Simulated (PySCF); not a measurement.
# How methods differ on the ionisation energy of La

La [Xe] 5d1 6s2 (2D) → La⁺ [Xe] 5d2 (3F), as a difference of total energies. All numbers are calculated (PySCF 2.14, scalar relativity through the core potential, in def2-QZVPPD with the def2 core potential (46 electrons) (7s5p4d3f2g, 81 functions)). The calculations carry no spin-orbit coupling.

```json
{"method": "wB97M-V", "ionisation energy (eV)": "5.492", "error (eV)": "-0.153"}
{"method": "r2SCAN0", "ionisation energy (eV)": "4.969", "error (eV)": "-0.676"}
```

Reference: 5.645 eV (measured; NIST levels, between the centres of gravity of the two terms).

The determinant of La mixes LS terms, which raises its energy above the lowest term, most at the Hartree-Fock and MP2 levels.
